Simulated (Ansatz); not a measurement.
C₂H₄GeO, SMILES `[GeH3][C]1=CO1`, relaxed with RKS PBE-D4/def2-SVP in Ansatz from a rough embedded geometry. The force threshold is 0.03 eV/Å; the program also tests the step.

Total charge 0; spin multiplicity 1.

Start:

```xyz
8

Ge    0.398   -0.922   -0.723
C     0.083    0.567    0.352
C    -0.784    1.312    1.068
O     0.579    1.658    1.046
H    -0.579   -2.101   -0.391
H     0.160   -0.546   -2.268
H     1.880   -1.425   -0.599
H    -1.738    1.457    1.516
```

| step | energy (eV) | largest force (eV/Å) | largest move (Å) |
| --- | --- | --- | --- |
| 1 | -60675.6435 | 5.210 | 0.000 |
| 2 | -60676.0915 | 2.647 | 0.069 |
| 3 | -60676.2755 | 1.098 | 0.193 |
| 4 | -60676.3247 | 0.826 | 0.062 |
| 5 | -60676.4188 | 1.153 | 0.194 |
| 6 | -60676.4663 | 0.856 | 0.053 |
| 7 | -60676.5985 | 0.569 | 0.200 |
| 8 | -60676.6656 | 0.324 | 0.200 |
| 9 | -60676.6796 | 0.485 | 0.117 |
| 10 (rejected) | -60676.6741 | 0.962 | 0.122 |
| 11 | -60676.6885 | 0.145 | 0.059 |
| 12 | -60676.6907 | 0.132 | 0.050 |
| 13 (rejected) | -60676.6905 | 0.102 | 0.049 |
| 14 | -60676.6921 | 0.037 | 0.024 |
| 15 | -60676.6921 | 0.061 | 0.028 |
| 16 (rejected) | -60676.6921 | 0.073 | 0.020 |
| 17 | -60676.6925 | 0.037 | 0.010 |
| 18 | -60676.6925 | 0.037 | 0.008 |
| 19 | -60676.6925 | 0.003 | 0.008 |

End:

```xyz
8

Ge    0.394   -1.010   -0.728
C    -0.123    0.062    0.780
C    -0.651    1.273    1.052
O     0.406    1.911    0.669
H    -0.560   -2.234   -0.701
H     0.241   -0.212   -2.051
H     1.854   -1.484   -0.544
H    -1.562    1.694    1.523
```

It took 20 s on 2 threads of an AMD EPYC 9B14 on a shared host, with 0.15 GiB of host memory at the peak.
